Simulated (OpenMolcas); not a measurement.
# Ti2+: moving the ligands

Ti2+ with its 8 nearest fluoride ions at 2.373 Å, on the Sr site of SrF2 (a = 5.796 Å, distance in the model lattice 2.510 Å). The rest of the host is ab initio model potentials to 7.6 Å and point charges beyond; the distance is set by hand and nothing relaxes. Ligand basis ANO-RCC-VDZP.
```
Ti    0.0000    0.0000    0.0000
F     1.3701    1.3701    1.3701
F     1.3701    1.3701   -1.3701
F     1.3701   -1.3701    1.3701
F     1.3701   -1.3701   -1.3701
F    -1.3701    1.3701    1.3701
F    -1.3701    1.3701   -1.3701
F    -1.3701   -1.3701    1.3701
F    -1.3701   -1.3701   -1.3701
```

```json
{"Program": "OpenMolcas", "Method": "SS-CASPT2, IPEA 0.25 Eh, imaginary shift 0.1 Eh (closed shells correlated: 3s 3p and the ligand valence shells)", "Basis": "ANO-RCC-VTZP [6s5p3d2f1g]", "Scalar Hamiltonian": "DKH2, point nucleus", "Active space": "2 electrons in 5 orbitals (3d)", "State averaging": "2S+1 = 3 even, 10 roots; 2S+1 = 1 even, 15 roots", "Spin-orbit coupling": "state interaction with AMFI integrals over the reference wave functions"}
```

Runs around this geometry, states (labels of O, the rotations of Oh). Energies in cm-1 above the lowest state or level, χT in cm3 K/mol.

```csv
R (Å),Ground state,First state of that spin,First gap with spin-orbit (degeneracies),χT at 300 K,First state of another spin
2.3,3A2,3T2 6360,"6300 (3, 1)",1.018,1E 9250
2.373,3A2,3T2 5120,"5060 (3, 1)",1.023,1E 9180
2.51,3A2,3T2 3550,"3490 (3, 1)",1.034,1E 8980
```

Taking the first state of the same spin as R^-n, n = -ln(3550 / 6360) / ln(2.51 / 2.3) = 6.7 between the shortest and longest distance.

Roots that are degenerate in the reference are averaged as groups; the widest CASPT2 spread within a group is 700 cm-1 (the 3-fold group of multiplicity 1 near 20400 cm-1 above the lowest state of its run, R = 2.3). Shifts and gaps below about the spread of the groups concerned are not significant. Over all roots computed the reference weight is 0.68 to 0.69 in R = 2.3, 0.68 to 0.69 in R = 2.373, 0.68 to 0.69 in R = 2.51; a low but even weight reflects the number of correlated electrons. Ligand-to-metal charge-transfer states are missing. These CASPT2 states fit no ligand-field parameters well, so their order and spin gaps are uncertain. With no ligand orbital active B as a rule stays too high, so bands that hang on it stand too high and its fall with covalency is understated. With one d shell and no ligand orbital active, 10Dq can be off by tens of per cent for divalent 3d ions, low with halides held by bare charges and at times high in hosts. Free-ion shares, where given, are those of the reference states; single-state CASPT2 does not remix them. No measured value stands beside these numbers; the geometry was set by hand and not optimised.
